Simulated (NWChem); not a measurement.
Program: NWChem. System: C4H5FSi, charge 0, spin multiplicity 1, at a geometry optimised with PBE0/def2-SVP. The structure started from a generated list of species. Level: PBE0/def2-SVP.

Output (cleaned and shortened):

```
             Northwest Computational Chemistry Package (NWChem) 7.3.0
             --------------------------------------------------------

                                NWChem Input Module
                                -------------------

 Scaling coordinates for geometry "geometry" by  1.889725989
 (inverse scale =  0.529177249)

                             Geometry "geometry" -> ""
                             -------------------------

 Output coordinates in angstroms (scale by  1.889725989 to convert to a.u.)

  No.       Tag          Charge          X              Y              Z
 ---- ---------------- ---------- -------------- -------------- --------------
    1 C                    6.0000     2.15510400     1.11834900    -1.03599200
    2 C                    6.0000     1.31941400     0.56573000    -0.34503700
    3 Si                  14.0000     0.05705600    -0.24508000     0.70633100
    4 F                    9.0000     0.30732100    -1.85293900     0.66245900
    5 C                    6.0000    -1.64224400     0.13317400     0.06762000
    6 C                    6.0000    -1.87467400     0.88328500    -1.01611800
    7 H                    1.0000     2.89820800     1.60357700    -1.64438600
    8 H                    1.0000     0.24003900     0.16286900     2.12418200
    9 H                    1.0000    -2.50213200    -0.27644800     0.61445400
   10 H                    1.0000    -2.89055800     1.09687600    -1.36675200
   11 H                    1.0000    -1.05583400     1.31746300    -1.60109900

 Effective nuclear repulsion energy (a.u.)     255.5383498610

            Nuclear Dipole moment (a.u.)
            ----------------------------
        X                 Y               Z
 ---------------- ---------------- ----------------
    -0.0000075589    -0.0000113384     0.0000037795


 Summary of "ao basis" -> "" (spherical)
 ------------------------------------------------------------------------------
       Tag                 Description            Shells   Functions and Types
 ---------------- ------------------------------  ------  ---------------------
 *                          def2-svp                  on all atoms

                                 NWChem DFT Module
                                 -----------------

 Summary of "ao basis" -> "ao basis" (spherical)
 ------------------------------------------------------------------------------
       Tag                 Description            Shells   Functions and Types
[...]
 Vector   25  Occ=2.000000D+00  E=-3.092488D-01
              MO Center=  1.3D+00,  7.0D-01, -4.3D-01, r^2= 3.2D+00
   Bfn.  Coefficient  Atom+Function         Bfn.  Coefficient  Atom+Function
  ----- ------------  ---------------      ----- ------------  ---------------
     6      0.323791   1 C  pz               20      0.304183   2 C  pz
     4      0.199693   1 C  px               18      0.192977   2 C  px
     9      0.189316   1 C  pz               23      0.170681   2 C  pz
    64      0.149053   5 C  px               94     -0.145363   8 H  s
     7      0.127352   1 C  px               63      0.125280   5 C  s

 Vector   26  Occ=2.000000D+00  E=-3.044449D-01
              MO Center= -1.1D+00,  5.3D-01, -4.0D-01, r^2= 3.5D+00
   Bfn.  Coefficient  Atom+Function         Bfn.  Coefficient  Atom+Function
  ----- ------------  ---------------      ----- ------------  ---------------
    79      0.303234   6 C  py               65      0.291393   5 C  py
    66      0.221806   5 C  pz               68      0.208978   5 C  py
    82      0.208551   6 C  py               80      0.193738   6 C  pz
    19     -0.145933   2 C  py                5     -0.142817   1 C  py
    69      0.138263   5 C  pz               83      0.117914   6 C  pz

 Vector   27  Occ=0.000000D+00  E=-3.508481D-02
              MO Center= -6.5D-01,  4.4D-01, -2.5D-01, r^2= 4.6D+00
   Bfn.  Coefficient  Atom+Function         Bfn.  Coefficient  Atom+Function
  ----- ------------  ---------------      ----- ------------  ---------------
    40      0.429416   3 Si py               82     -0.371646   6 C  py
    68      0.302927   5 C  py               79     -0.297536   6 C  py
    83     -0.285899   6 C  pz                8     -0.234891   1 C  py
    80     -0.215382   6 C  pz               65      0.198969   5 C  py
    49      0.188664   4 F  s                95     -0.189430   8 H  s

 Vector   28  Occ=0.000000D+00  E=-5.299084D-04
              MO Center=  1.1D+00,  6.1D-01, -3.8D-01, r^2= 4.0D+00
   Bfn.  Coefficient  Atom+Function         Bfn.  Coefficient  Atom+Function
  ----- ------------  ---------------      ----- ------------  ---------------
    63      0.466276   5 C  s                 7     -0.410764   1 C  px
     9     -0.369615   1 C  pz               21      0.348156   2 C  px
    23      0.315737   2 C  pz               39      0.311054   3 Si px
    95     -0.293709   8 H  s                 4     -0.274288   1 C  px
    41      0.260734   3 Si pz                6     -0.249801   1 C  pz

 Vector   29  Occ=0.000000D+00  E= 3.508665D-03
              MO Center=  4.9D-01,  6.2D-01, -4.4D-01, r^2= 4.9D+00
   Bfn.  Coefficient  Atom+Function         Bfn.  Coefficient  Atom+Function
  ----- ------------  ---------------      ----- ------------  ---------------
     8      0.416953   1 C  py               22     -0.415573   2 C  py
    68      0.365556   5 C  py                9      0.307190   1 C  pz
    82     -0.307397   6 C  py               40     -0.296151   3 Si py
     5      0.275537   1 C  py               19     -0.227212   2 C  py
    65      0.223216   5 C  py               23     -0.219657   2 C  pz

 center of mass
 --------------
 x =   0.06782907 y =  -0.10804114 z =   0.04731281

 moments of inertia (a.u.)
 ------------------
         577.685127648860         -18.579241877333          21.343604144424
         -18.579241877333         851.337624598865         217.995395342558
          21.343604144424         217.995395342558         992.605182759356

     Multipole analysis of the density
     ---------------------------------

     L   x y z        total         alpha         beta         nuclear
     -   - - -        -----         -----         ----         -------
     0   0 0 0     -0.000000    -26.000000    -26.000000     52.000000

     1   1 0 0     -0.201463     -0.100728     -0.100728     -0.000008
     1   0 1 0      0.774461      0.387236      0.387236     -0.000011
     1   0 0 1     -0.349718     -0.174861     -0.174861      0.000004

     2   2 0 0    -26.542526   -193.009647   -193.009647    359.476769
     2   1 1 0      2.060007     -4.662269     -4.662269     11.384545
     2   1 0 1     -2.047979      4.547086      4.547086    -11.142152
     2   0 2 0    -33.323035   -108.735511   -108.735511    184.147987
     2   0 1 1     -1.905772     57.959333     57.959333   -117.824439
     2   0 0 2    -29.620855    -79.689421    -79.689421    129.757988

 Task  times  cpu:        9.9s     wall:        9.9s

 Total times  cpu:        9.9s     wall:        9.9s
```

Problem. Write an NWChem input that would produce this output.

Solution. One answer among several that fit: 
```
start mol
memory heap 200 mb stack 800 mb global 1000 mb
geometry units angstroms nocenter noautoz noautosym
  C      2.155104     1.118349    -1.035992
  C      1.319414     0.565730    -0.345037
  Si     0.057056    -0.245080     0.706331
  F      0.307321    -1.852939     0.662459
  C     -1.642244     0.133174     0.067620
  C     -1.874674     0.883285    -1.016118
  H      2.898208     1.603577    -1.644386
  H      0.240039     0.162869     2.124182
  H     -2.502132    -0.276448     0.614454
  H     -2.890558     1.096876    -1.366752
  H     -1.055834     1.317463    -1.601099
end
basis spherical
  * library def2-svp
end
dft
  xc pbe0
  semidirect memsize 60000000 filesize 0
  iterations 100
end
task dft energy
```
